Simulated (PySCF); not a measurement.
# Reading the logs of faulty runs: AlBH4N2

These are calculations, not measurements. The program is PySCF 2.14.0, an open-source quantum chemistry code, run on an isolated molecule that a program drew, which may never have been made. The molecule is AlBH4N2 (charge 0, singlet), drawn as the SMILES string `NB[NH][Al]`.

Each row is a Hartree-Fock (HF) and frozen-core CCSD(T) single point in the cc-pV(D+d)Z basis, meant for a local HF minimum. Run 1 is clean. Each other run has one planted mistake out of seven kinds, and not every kind appears here: one electron removed, one electron added, multiplicity raised by two, geometry at a saddle point, minimal basis STO-3G, one bond length entered in bohr, all coordinates scaled. The reference is restricted for singlets and unrestricted otherwise, and also for a bond in bohr. Adding or removing an electron swaps singlet and doublet. Electrons count all cores. HOMO and LUMO are orbital energies over both spins, the gradient is its largest component, and the lowest frequency (negative if imaginary) is given only where the gradient is small. Bond lengths are over the 7 bonds as drawn. T1 is the CCSD diagnostic: over 0.02 (restricted) or 0.045 (unrestricted) a single reference is doubtful.

Geometry of the clean run:
```xyz
8
AlBH4N2, angstrom
N    -1.4566   -1.8260   -0.6010
B    -1.0138   -2.0103   -1.9285
N    -0.3131   -1.0016   -2.6779
Al    0.2333    0.6908   -2.3200
H    -1.3311   -0.9961   -0.0605
H    -1.9400   -2.5454   -0.1083
H    -1.2500   -3.0806   -2.4347
H    -0.0874   -1.3349   -3.6033
```

```
run  electrons  basis functions  <S^2>  HOMO (eV)  LUMO (eV)  gradient (hartree/bohr)  lowest frequency (cm^-1)  mean bond (Å)  longest bond (Å)      T1  HF (hartree)  CCSD(T) (hartree)                          mistake
  1         36               85  0.000      -8.16       1.34                  1.5e-05                        91         1.2680             1.814  0.0147    -377.93731         -378.46061                         no fault
  2         36               85  0.925      -8.70       0.97                  1.8e-02                         -         1.3963             1.907  0.0617    -377.80871         -378.32472  one bond length entered in bohr
  3         36               85  2.003      -6.25       0.08                  9.1e-03                         -         1.2680             1.814  0.0180    -377.87462         -378.37028       multiplicity raised by two
  4         36               85  0.000      -8.44       1.17                  5.4e-02                         -         1.3669             1.956  0.0177    -377.89612         -378.43412                                ?
  5         35               85  0.758     -14.94      -6.73                  4.3e-02                         -         1.2680             1.814  0.0218    -377.66519         -378.15727                                ?
```

**Which mistake was planted in run 4, and what did it cost?**

The mean and the longest bond both change by the same factor, 1.078, and the gradient is no longer small. So the mistake is: all coordinates scaled. Subtracting run 1 and multiplying by 627.51 kcal/mol a hartree, the energy moved by 25.8 kcal/mol in HF and 16.6 kcal/mol in CCSD(T).

**Which mistake was planted in run 5, and what did it cost?**

It counts 35 electrons, one fewer than the clean run, at the same geometry and basis. So the mistake is: one electron removed. Subtracting run 1 and multiplying by 627.51 kcal/mol a hartree, the energy moved by 170.8 kcal/mol in HF and 190.3 kcal/mol in CCSD(T).

Cautions from the logs. Run 2: T1 is over the limit, so its CCSD(T) energy is less reliable.
